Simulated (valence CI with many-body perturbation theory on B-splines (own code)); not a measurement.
## Sensitivity of CI+MBPT for Mg VIII

Computed by relativistic CI+MBPT: three valence electrons over a frozen Dirac-Fock core [He], radial functions for each j: 6 s, 6 p, 5 d, 3 f, 1 g, with the one-electron correlation potential Σ1, the two-electron term Σ2, the three-electron term Σ3, Breit, model QED; selected CI, second order for the rest, scaled by the run's own slope (own B-spline code, finite nucleus).

No measured levels were compared; by estimate levels hold to about 100 cm⁻¹ or 0.05 % of their energy and the worst to 300 or 400 cm⁻¹, as in measured light ions of charge 2 to 7.

The reference run has the lowest level 2s²2p ²P°_1/2 and an ionisation energy of 265.864 eV. Its largest variational space holds 4300 state functions.

| Level | Reference (cm⁻¹) | Shift (cm⁻¹) |
| --- | --- | --- |
| 2s²2p ²P°_3/2 | 3299 | +271 |
| 2s2p² ⁴P_1/2 | 129655 | -77 |
| 2s2p² ⁴P_3/2 | 130798 | +12 |
| 2s2p² ⁴P_5/2 | 132465 | +314 |
| 2s2p² ²D_5/2 | 232481 | +217 |
| 2s2p² ²D_3/2 | 232518 | +150 |
| 2s2p² ²S_1/2 | 298787 | -18 |
| 2s2p² ²P_1/2 | 319110 | -31 |
| 2s2p² ²P_3/2 | 321106 | +220 |
| 2p³ ⁴S°_3/2 | 413466 | +71 |
| 2p³ ²D°_5/2 | 465911 | +226 |
| 2p³ ²D°_3/2 | 466000 | +20 |

The ionisation energy moves by +0.065 eV.

**Question.** Which of these changes was made?
A. correlating orbitals by l 3 3 3 2 1 → 3 3 3 2 0
B. Breit term on → off
C. Breit term on → off; QED terms on → off

**Answer.** B. Breit term on → off.
